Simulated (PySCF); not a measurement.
B3H3O3. Atoms are numbered in the order given.

```xyz
9

B     -1.3751     0.0000     0.0000
O     -0.6833    -1.1835     0.0000
B      0.6875    -1.1909     0.0000
O      1.3666     0.0000     0.0000
B      0.6875     1.1909     0.0000
O     -0.6833     1.1835     0.0000
H     -2.5767     0.0000     0.0000
H      1.2884    -2.2315     0.0000
H      1.2884     2.2315     0.0000
```
Charge 0, spin multiplicity 1.

Coordinates come from a PBE0-D3(BJ)/def2-SVP optimisation.

Method: PySCF with PBE0-D3(BJ)/def2-SVP.

No scaling factor is applied to the harmonic values.

Modes within 1.5 cm⁻¹ of each other (mostly degenerate sets) share a row, with their intensities summed.

```json
[
 {"mode": "1–2", "ν (cm⁻¹)": "211", "IR (km/mol)": "0.0", "Raman (Å⁴/amu)": "3.6", "depolarisation": "0.75", "moving atoms (share of kinetic energy)": "O 45 %, H 31 %, B 24 %"},
 {"mode": "3", "ν (cm⁻¹)": "395", "IR (km/mol)": "0.6", "Raman (Å⁴/amu)": "0.0", "depolarisation": "–", "moving atoms (share of kinetic energy)": "H 51 %, O 30 %, B 20 %"},
 {"mode": "4–5", "ν (cm⁻¹)": "538", "IR (km/mol)": "30.3", "Raman (Å⁴/amu)": "2.8", "depolarisation": "0.75", "moving atoms (share of kinetic energy)": "O 66 %, B 30 %"},
 {"mode": "6", "ν (cm⁻¹)": "819", "IR (km/mol)": "0.0", "Raman (Å⁴/amu)": "2.4", "depolarisation": "0.02", "moving atoms (share of kinetic energy)": "O 97 %"},
 {"mode": "7–8", "ν (cm⁻¹)": "919", "IR (km/mol)": "0.0", "Raman (Å⁴/amu)": "5.4", "depolarisation": "0.75", "moving atoms (share of kinetic energy)": "H 57 %, B 40 %"},
 {"mode": "9", "ν (cm⁻¹)": "921", "IR (km/mol)": "157.4", "Raman (Å⁴/amu)": "0.0", "depolarisation": "–", "moving atoms (share of kinetic energy)": "H 46 %, B 41 %, O 13 %"},
 {"mode": "10–11", "ν (cm⁻¹)": "1005", "IR (km/mol)": "6.7", "Raman (Å⁴/amu)": "19.5", "depolarisation": "0.75", "moving atoms (share of kinetic energy)": "H 68 %, B 27 %"},
 {"mode": "12", "ν (cm⁻¹)": "1016", "IR (km/mol)": "0.0", "Raman (Å⁴/amu)": "17.6", "depolarisation": "0.07", "moving atoms (share of kinetic energy)": "B 87 %, H 10 %"},
 {"mode": "13", "ν (cm⁻¹)": "1119", "IR (km/mol)": "0.0", "Raman (Å⁴/amu)": "0.0", "depolarisation": "–", "moving atoms (share of kinetic energy)": "H 81 %, B 18 %"},
 {"mode": "14", "ν (cm⁻¹)": "1212", "IR (km/mol)": "0.0", "Raman (Å⁴/amu)": "0.0", "depolarisation": "–", "moving atoms (share of kinetic energy)": "O 47 %, B 46 %"},
 {"mode": "15–16", "ν (cm⁻¹)": "1243", "IR (km/mol)": "76.7", "Raman (Å⁴/amu)": "1.0", "depolarisation": "0.75", "moving atoms (share of kinetic energy)": "O 39 %, B 33 %, H 28 %"},
 {"mode": "17–18", "ν (cm⁻¹)": "1449", "IR (km/mol)": "1605.3", "Raman (Å⁴/amu)": "0.2", "depolarisation": "0.75", "moving atoms (share of kinetic energy)": "B 62 %, O 32 %"},
 {"mode": "19–20", "ν (cm⁻¹)": "2689", "IR (km/mol)": "485.2", "Raman (Å⁴/amu)": "86.5", "depolarisation": "0.75", "moving atoms (share of kinetic energy)": "H 91 %, B 9 %"},
 {"mode": "21", "ν (cm⁻¹)": "2704", "IR (km/mol)": "0.0", "Raman (Å⁴/amu)": "230.1", "depolarisation": "0.05", "moving atoms (share of kinetic energy)": "H 90 %, B 10 %"}
]
```
